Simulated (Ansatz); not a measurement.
`FCOC[SiH3]` + `COCS` → `COCS[SiH3]` + `COCF`  (ligand exchange at the Si–C bond)

Calculated with Ansatz (gas phase, PBE0-D4/def2-TZVP geometries, no zero-point term in ΔE). CCSD(T)/CBS adds triple-zeta CCSD(T) − MP2 to the extrapolated MP2 energy (def2 sets, frozen cores). This one scheme is used for every species. DFT in def2-TZVPP. B3LYP here is the variant with VWN-RPA as its local correlation; programs differ in this. Each species was taken in one conformer, which may not be the lowest.

Task: Is it downhill or uphill in electronic energy at CCSD(T)/CBS, and by how much? (Estimate.)

Result: Ansatz gave: Downhill: ΔE = -0.82 eV.

Task: What do these levels give: B3LYP-D4, PBE0, HF/def2-TZVPP, MP2/def2-TZVPP, CCSD(T)/def2-TZVPP, MP2/def2-QZVPP? (An estimate is asked.)

Result: Ansatz gave: B3LYP-D4 -0.80, PBE0 -0.81, HF/def2-TZVPP -0.84, MP2/def2-TZVPP -0.86, CCSD(T)/def2-TZVPP -0.80, MP2/def2-QZVPP -0.87 eV.

Largest T1 diagnostic among the species: 0.012.

From PBE to PBE0 (25 % exact exchange), in def2-TZVPP and without D4, ΔE moves by −0.03 eV.
